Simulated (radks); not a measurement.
All-electron atom: Sr34+ in 1s1 2s2 3s1 (not the ground configuration).

Calculated with a radial shooting solver on a logarithmic mesh with Libxc functionals: Dirac Kohn-Sham, LDA (Slater exchange, Perdew-Zunger correlation), spin-unpolarised, spherical densities, point nucleus.

Energy parts (hartree):
part                       energy
total                 -1153.50843
kinetic                1203.31482
electron-nucleus      -2391.13667
Hartree                  50.99860
exchange-correlation    -16.68517

Orbitals (lengths in bohr, moments of r in powers of bohr; <r^-3> diverges for s and p1/2; r(max) is where P^2 peaks; r(90%) holds 90 % of the orbital's charge):
orbital,occ.,eigenvalue (hartree),<r^2>,<r^-3>,r(90%),r(max)
1s1/2,1,-704.2085,0.002009,-,0.0691,0.02536
2s1/2,2,-166.3873,0.02907,-,0.241,0.1366
2p1/2,0,-164.2604,0.02095,-,0.212,0.1043
2p3/2,0,-160.9427,0.02198,2196,0.217,0.1074
3s1/2,1,-70.98383,0.1508,-,0.526,0.3505
4s1/2,0,-38.90587,0.4872,-,0.924,0.6715

The highest occupied level is 3s1/2 at -1931.6 eV. The configuration is held as typed, so some empty levels lie below it. Summed over all electrons, <r^2> = 0.2110 bohr^2, which gives a Langevin (diamagnetic) susceptibility term of -0.167 x 10^-6 cm^3/mol. The density falls to 0.001 e/bohr^3 at r = 0.87 bohr.
